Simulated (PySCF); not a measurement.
Br$_{2}$Sn, singlet, geometry from GFN2-xTB (such geometries of metal compounds can be far from the true shape) (core potentials on Sn); PySCF with HF/def2-SVP.

The PySCF input:
```python
from pyscf import gto, scf

mol = gto.M(
    atom='''
Sn   -0.021277   -0.001004    0.950080
Br    1.027173    1.673318   -0.654199
Br   -0.996777   -1.671884   -0.703059
''',
    basis='def2-svp',
    ecp={'Sn': 'def2-svp'},
    charge=0,
    spin=0,
    verbose=4,
)

mf = scf.RHF(mol)
mf.kernel()
```

Output, abridged:

```
PySCF version 2.14.0

[INPUT] verbose = 4
[INPUT] num. atoms = 3
[INPUT] num. electrons = 92
[INPUT] charge = 0
[INPUT] spin (= nelec alpha-beta = 2S) = 0
[INPUT] symmetry False subgroup None
[INPUT] Mole.unit = angstrom
[INPUT] Symbol           X                Y                Z      unit          X                Y                Z       unit  Magmom
[INPUT]  1 Sn    -0.021277000000  -0.001004000000   0.950080000000 AA   -0.040207702752  -0.001897285029   1.795390996427 Bohr   0.0
[INPUT]  2 Br     1.027173000000   1.673318000000  -0.654199000000 AA    1.941075652548   3.162112739305  -1.236256940964 Bohr   0.0
[INPUT]  3 Br    -0.996777000000  -1.671884000000  -0.703059000000 AA   -1.883635537266  -3.159402872042  -1.328588959411 Bohr   0.0

nuclear repulsion = 486.01224024357
number of shells = 34
number of NR pGTOs = 209
number of NR cGTOs = 90
basis = def2-svp
ecp = {'Sn': 'def2-svp'}

******** <class 'pyscf.scf.hf.RHF'> ********
method = RHF
initial guess = minao
damping factor = 0
level_shift factor = 0
DIIS = <class 'pyscf.scf.diis.CDIIS'>
diis_start_cycle = 1
diis_space = 8
diis_damp = 0
SCF conv_tol = 1e-09
SCF conv_tol_grad = None
SCF max_cycles = 50
direct_scf = True
direct_scf_tol = 1e-13
Set gradient conv threshold to 3.16228e-05
Initial guess from minao.
init E= -5332.20429613845
  HOMO = -0.685655628269666  LUMO = -0.598499807608562  gap/eV = 2.37163
cycle= 1 E= -5356.86474623248  delta_E= -24.7  |g|= 1.73  |ddm|= 6.38
  HOMO = -0.145124400423789  LUMO = 0.12356054645246  gap/eV = 7.31129
cycle= 2 E= -5357.47022553331  delta_E= -0.605  |g|= 0.916  |ddm|= 3.96
  HOMO = -0.337190817637933  LUMO = -0.0216420788618734  gap/eV = 8.58652
cycle= 3 E= -5357.66790956557  delta_E= -0.198  |g|= 0.107  |ddm|= 1.23
  HOMO = -0.358473293596092  LUMO = -0.0218130037430413  gap/eV = 9.16099
cycle= 4 E= -5357.67058217644  delta_E= -0.00267  |g|= 0.0353  |ddm|= 0.138
  HOMO = -0.359741722427544  LUMO = -0.0207274766248773  gap/eV = 9.22505
cycle= 5 E= -5357.67099796271  delta_E= -0.000416  |g|= 0.00906  |ddm|= 0.0552
  HOMO = -0.360120492832331  LUMO = -0.0203696151664232  gap/eV = 9.24509
cycle= 6 E= -5357.67110601343  delta_E= -0.000108  |g|= 0.00273  |ddm|= 0.0346
  HOMO = -0.359792843363643  LUMO = -0.0201070944062067  gap/eV = 9.24332
cycle= 7 E= -5357.67111647953  delta_E= -1.05e-05  |g|= 0.00108  |ddm|= 0.00997
  HOMO = -0.359771501466706  LUMO = -0.0201264213811356  gap/eV = 9.24221
cycle= 8 E= -5357.67111821727  delta_E= -1.74e-06  |g|= 0.000197  |ddm|= 0.00507
  HOMO = -0.359738636528042  LUMO = -0.0200935775795656  gap/eV = 9.24221
cycle= 9 E= -5357.67111825772  delta_E= -4.04e-08  |g|= 4.07e-05  |ddm|= 0.000863
  HOMO = -0.359734429484737  LUMO = -0.0200936127074698  gap/eV = 9.24210
cycle= 10 E= -5357.67111825906  delta_E= -1.35e-09  |g|= 1.05e-05  |ddm|= 0.000139
  HOMO = -0.359734587973858  LUMO = -0.0200946138439591  gap/eV = 9.24207
cycle= 11 E= -5357.67111825915  delta_E= -8.37e-11  |g|= 3.22e-06  |ddm|= 3.92e-05
  HOMO = -0.359734300471187  LUMO = -0.0200939583691024  gap/eV = 9.24208
Extra cycle  E= -5357.67111825918  delta_E= -3.46e-11  |g|= 1.5e-06  |ddm|= 7.97e-06
converged SCF energy = -5357.67111825918
```
